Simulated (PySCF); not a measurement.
C6H6BrN.
SMILES: `Nc1cccc(Br)c1`

The calculation used PBE0-D3(BJ)/def2-SVP geometry optimisation, gas phase (PySCF).

Masses are those of the commonest isotopes; rigid-rotor values at the optimised geometry. 

(1) What are A, B and C (cm⁻¹)?

(2) Classify the top.

(3) Is it planar, by Δ = Ic − Ia − Ib?

(4) Give the coordinates in the principal-axis frame, origin at the centre of mass.

(5) Predict some low-J microwave lines.

Results:

(1) Ia = 152.92, Ib = 658.56, Ic = 811.19 u·Å²; 505379 MHz·u·Å²/I gives 3305, 767.4 and 623.0 MHz, that is A = 0.11024, B = 0.02560, C = 0.02078 cm⁻¹.

(2) An asymmetric top: κ = (2 × 767.4 − 3305 − 623.0)/(3305 − 623.0) = -0.89.

(3) Not planar: Δ = Ic − Ia − Ib = -0.29 u·Å². For a rigid frame Δ = −2 Σ m c², so Σ m c² = 0.15 u·Å² lies off the ab plane: 0.12 from hydrogen and 0.02 from heavier atoms. The atom farthest from that plane is 0.25 Å away.

(4) The sense of each axis is arbitrary; atoms in the order of the calculation.
```
atom  mass (u)   a (Å)   b (Å)   c (Å)
  N1    14.003   3.156  -1.571   0.041
  C2    12.000   2.238  -0.547  -0.002
  C3    12.000   2.650   0.798  -0.003
  C4    12.000   1.712   1.823  -0.001
  C5    12.000   0.343   1.556   0.001
  C6    12.000  -0.056   0.222   0.002
 Br7    78.918  -1.902  -0.189  -0.001
  C8    12.000   0.860  -0.824   0.000
  H9     1.008   4.099  -1.355  -0.250
 H10     1.008   2.839  -2.488  -0.241
 H11     1.008   3.717   1.032  -0.002
 H12     1.008   2.055   2.861  -0.004
 H13     1.008  -0.394   2.359   0.001
 H14     1.008   0.507  -1.858   0.004
```

(5) The dipole components are |μa| = 2.90 D, |μb| = 0.99 D, |μc| = 0.83 D. The squared components, which scale the intensities, stand as 1.00 : 0.12 : 0.08 (a : b : c). Some lines, for components of 0.1 D or more:

```csv
type,branch,"J(Ka,Kc)",MHz,lower level (cm⁻¹)
a,R,"1(0,1) ← 0(0,0)",1390,0.000
b,R,"3(0,3) ← 2(1,2)",1748,0.219
c,Q,"3(1,3) ← 3(0,3)",2203,0.277
a,R,"2(1,2) ← 1(1,1)",2636,0.131
b,Q,"2(1,1) ← 2(0,2)",2832,0.139
b,Q,"3(1,2) ← 3(0,3)",3069,0.277
b,R,"1(1,1) ← 0(0,0)",3928,0.000
a,R,"3(1,3) ← 2(1,2)",3951,0.219
c,R,"1(1,0) ← 0(0,0)",4072,0.000
a,R,"3(0,3) ← 2(0,2)",4147,0.139
a,R,"3(1,2) ← 2(1,1)",4384,0.233
c,R,"2(1,1) ← 1(0,1)",5607,0.046
c,R,"3(1,2) ← 2(0,2)",7216,0.139
c,Q,"3(2,2) ← 3(1,2)",7400,0.380
c,Q,"2(2,1) ← 2(1,1)",7612,0.233
b,Q,"2(2,0) ← 2(1,1)",7618,0.233
b,Q,"2(2,1) ← 2(1,2)",8046,0.219
b,R,"2(2,1) ← 1(1,0)",10538,0.136
c,R,"2(2,0) ← 1(1,0)",10544,0.136
b,R,"2(2,0) ← 1(1,1)",10688,0.131
c,R,"3(2,2) ← 2(1,2)",12217,0.219
b,R,"3(2,1) ← 2(1,2)",12247,0.219
b,Q,"3(3,0) ← 3(2,1)",13022,0.627
b,R,"3(3,1) ← 2(2,0)",17217,0.488
c,R,"3(3,0) ← 2(2,0)",17217,0.488
c,R,"3(3,1) ← 2(2,1)",17223,0.487
b,R,"3(3,0) ← 2(2,1)",17223,0.487
```

No PBE0-D3(BJ)/def2-SVP frequencies stand behind this structure, so it isn't proved a minimum. These are rigid-rotor constants of the computed structure; measured ground-state constants (B0) also hold zero-point vibration. A rigid rotor knows nothing of inversion at nitrogen, which can split or shift real lines. Quadrupole hyperfine structure (14N, 79Br) is left out.

Time: 55 s. Hardware: one thread of an x86-64 server, no GPU, on a shared host. That covers the optimisation of the geometry.

Shape of the structure used: `[NH2:1][c:2]1[cH:3][cH:4][cH:5][c:6]([Br:7])[cH:8]1`: H–N1–C2–C3 -21°, H–N1–C2–C3 -162°.
